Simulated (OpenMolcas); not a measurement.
Nd2+: the spin-orbit constant, worked from levels

```yaml
Program: OpenMolcas
Basis: ANO-RCC-VTZP [8s7p5d3f2g1h]
Scalar_Hamiltonian: DKH2, point nucleus
Active_space: 4 electrons in 12 orbitals (RAS2 4f; RAS3 5d, at most 1 electron)
State_averaging: 2S+1 = 5 even, 35 roots (30 in the spin-orbit step); 2S+1 = 3 even, 126 roots kept (CI in the orbitals of an earlier block, 52 in the spin-orbit step); 2S+1 = 1 even, 122 roots kept (CI in the orbitals of an earlier block, 0 in the spin-orbit step); 2S+1 = 5 odd, 175 roots (90 in the spin-orbit step); 2S+1 = 3 odd, 128 roots kept (CI in the orbitals of an earlier block, 112 in the spin-orbit step); 2S+1 = 1 odd, 118 roots kept (CI in the orbitals of an earlier block, 13 in the spin-orbit step)
Spin-orbit_coupling: RASSI with atomic mean-field integrals over the reference wave functions, term energies averaged over their components
```

Methods: RASSCF; SS-RASPT2, IPEA 0.25 Eh, imaginary shift 0.1 Eh (closed shells correlated: 5s 5p). Measured levels: Ding et al., The Spectrum and Energy Levels of the Low-lying Configurations of Nd III (preprint, 2023).

**The spin-orbit constant.** For the Hund term 5I of f4, E(J) = (A/2) J(J+1) + constant and ζ = 2S·A = 4A. From J = 4 to J = 8 the energy changes by 26 A.

```tsv
Source	E(8) - E(4)	A	ζ
RASSCF	5508.8	211.9	848
SS-RASPT2	5527.2	212.6	850
measured	5093.3	195.9	784
```

All in cm-1. SS-RASPT2 is off by +8.5 % and RASSCF by +8.2 %. Both methods take the spin-orbit matrix elements from the reference wave functions, so the second can move ζ only through the term energies and any multistate remixing. Second-order mixing with other terms is absorbed into this ζ.

CASPT2 breaks the degeneracy within a term, and the mean is taken; among the terms shown or strongly mixed into the levels shown the widest spread is 290 cm-1 (4f4 5I, SS-RASPT2). High states are left out of the spin-orbit mixing, which shifts the levels that they would mix with. Without dynamic correlation excited terms often stand tens of per cent too high (terms of higher spin than the ground term too low), and those without a measured partner can miss by more than the paired ones (holds for RASSCF). Each CASPT2 term energy is a mean over a sample of three components (holds for SS-RASPT2). Computed and measured levels are paired by configuration, term and J; levels that our copy of the source lacks, or whose pairing is in doubt (as where it misses far off the trend of its configuration), stay unpaired and out of the deviations. Levels of configurations outside the active space are missing.
